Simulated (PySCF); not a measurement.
Numbering as in the mapped SMILES `[CH3:1][CH:2]([CH3:3])[O:4][Si@H:5]([OH:6])[C:7]#[C:8][SiH3:9]`. Each H is labelled by its parent atom.

Computational details: NMR shieldings at PBE0/pcSseg-1/GIAO, GFN2-xTB geometry, in PySCF 2.14.0 with density-fitted response routines (fast rotation and ring inversion assumed for equivalent nuclei, isolated molecule, single conformer, non-relativistic).

Problem. Predict the 2D correlation tables (HSQC, COSY, HMBC).

Solution. 

HSQC (one-bond C–H):
```
          δH         δC
4.12 (H(C2))  66.7 (C2)
1.42 (H(C1))  26.9 (C1)
1.24 (H(C3))  27.7 (C3)
```

COSY cross peaks (H two or three bonds apart, from the bond graph; peaks can be absent where the dihedral angle is near 90°):
```
          δH            δH
4.12 (H(C2))  1.42 (H(C1))
4.12 (H(C2))  1.24 (H(C3))
```

HMBC (two and three bonds, from the bond graph):
```
           δH                                 δC
4.62 (H(Si5))  124.1 (C7), 106.4 (C8), 66.7 (C2)
4.23 (H(Si9))             124.1 (C7), 106.4 (C8)
 4.12 (H(C2))               27.7 (C3), 26.9 (C1)
 1.42 (H(C1))               66.7 (C2), 27.7 (C3)
 1.24 (H(C3))               66.7 (C2), 26.9 (C1)
```

δ = σ(ref) − σ, references computed at the same level: ¹H (31.72 ppm), ¹³C (186.93 ppm) vs TMS.

Short H···H contacts in this conformer between protons four or more bonds apart (candidates for NOE cross peaks, intensity ∝ r⁻⁶): H(C1)···H(C3) 2.57 Å.

The OH or NH signal is concentration- and solvent-dependent in practice; the value given is the gas-phase one. Shifts are as computed. Against solution values, carbons near 30 ppm lie about +3 ppm off and those near 130 ppm about +5 ppm. Of 1211 compounds with measured shifts, 218 miss one by over three times the rms of a fit or turn the order of signals round; such compounds aren't used in these exercises.
